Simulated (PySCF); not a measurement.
Species: C2H8SSi2.
Z-matrix (Å and degrees, GFN2-xTB geometry), rows numbered from 1:
```
S 
C   1  1.8290
Si  2  1.9309  1  117.61
C   3  1.9199  2   85.90  1   129.94
Si  4  1.9198  3   94.13  2    -6.07
H   1  1.3322  2   96.80  3   -55.49
H   2  1.0896  1  102.52  3  -124.81
H   3  1.4611  2  114.86  1  -112.45
H   3  1.4630  2  112.51  1    15.86
H   4  1.0866  3  114.92  2  -125.97
H   4  1.0869  3  113.35  2   111.61
H   5  1.4627  2  112.58  1   -15.61
H   5  1.4612  2  114.88  1   112.48
```

Method: CAM-B3LYP/def2-SVPD in PySCF (dipole) on a GFN2-xTB geometry, gas phase.

Masses are those of the commonest isotopes; rigid-rotor values at the optimised geometry. The values belong to one conformer with, in the numbering `[SH:1][CH:2]1[SiH2:3][CH2:4][SiH2:5]1`, H–S1–C2–Si3 -55°, S1–C2–Si3–C4 130°, C2–Si3–C4–Si5 -6°, Si3–C4–Si5–C2 6°, S1–C2–Si5–C4 -130°.

(1) What are A, B and C (cm⁻¹)?

(2) What kind of rotor is it?

(3) Is it planar, by Δ = Ic − Ia − Ib?

(4) Give the other two planar moments, Paa and Pbb, and the rms extents of the mass along the axes.

(5) List the rotational levels J(Ka,Kc) to J = 4 (MHz).

(6) Which types of transition are allowed, and where do some lines up to J = 2 fall?

(7) Estimate the classical rotational partition function at 25 K, 50 K and 500 K.

## Answers

(1) Ia = 148.30, Ib = 266.84, Ic = 379.85 u·Å²; 505379 MHz·u·Å²/I gives 3408, 1894 and 1330 MHz, that is A = 0.11367, B = 0.06317, C = 0.04438 cm⁻¹.

(2) An asymmetric top: κ = (2 × 1894 − 3408 − 1330)/(3408 − 1330) = -0.46.

(3) Not planar: Δ = Ic − Ia − Ib = -35.30 u·Å². For a rigid frame Δ = −2 Σ m c², so Σ m c² = 17.65 u·Å² lies off the ab plane: 11.77 from hydrogen and 5.88 from heavier atoms. The atom farthest from that plane is 1.65 Å away.

(4) Paa = Σ m a² = (Ib + Ic − Ia)/2 = 249.19 and Pbb = Σ m b² = (Ia + Ic − Ib)/2 = 130.66 u·Å². With the mass M = 119.99 u, the rms extents √(P/M) along a, b and c are 1.44, 1.04, 0.38 Å.

(5) Above 0(0,0):
J = 1: 1(0,1) 3224, 1(1,1) 4738, 1(1,0) 5302
J = 2: 2(0,2) 9543, 2(1,2) 10624, 2(1,1) 12314, 2(2,1) 16855, 2(2,0) 16986
J = 3: 3(0,3) 18735, 3(1,3) 19378, 3(1,2) 22739, 3(2,2) 26528, 3(2,1) 27140, 3(3,1) 35580, 3(3,0) 35599
J = 4: 4(0,4) 30610, 4(1,4) 30936, 4(1,3) 36439, 4(2,3) 39323, 4(2,2) 40955, 4(3,2) 48690, 4(3,1) 48822, 4(4,1) 61075, 4(4,0) 61077

(6) The dipole components are |μa| = 2.02 D, |μb| = 0.00 D, |μc| = 0.04 D; the mirror of this Cs structure is the ac plane, so μb vanishes by symmetry and there are no b-type lines. Intensities carry the squares of the components, which stand as 1.00 : 0.00 (a : c). Some lines, for components of 0.1 D or more:

```csv
type,branch,"J(Ka,Kc)",MHz,lower level (cm⁻¹)
a,Q,"1(1,0) ← 1(1,1)",563,0.158
a,Q,"2(1,1) ← 2(1,2)",1690,0.354
a,R,"1(0,1) ← 0(0,0)",3224,0.000
a,R,"2(1,2) ← 1(1,1)",5885,0.158
a,R,"2(0,2) ← 1(0,1)",6319,0.108
a,R,"2(1,1) ← 1(1,0)",7012,0.177
```

(7) Point group Cs, symmetry number σ = 1; q = (√π/σ)·√((kT/h)³/(ABC)), k/h = 20836.6 MHz/K: 7190 at 25 K, 20300 at 50 K, 643000 at 500 K.

Not checked by GFN2-xTB frequencies. Zero-point vibration and centrifugal distortion are left out.

Hardware: one thread of an Arm Neoverse N1 (shared host). Cost: 39 s of wall time. This is the CAM-B3LYP/def2-SVPD job that gave the dipole, with the excitations it also computed.
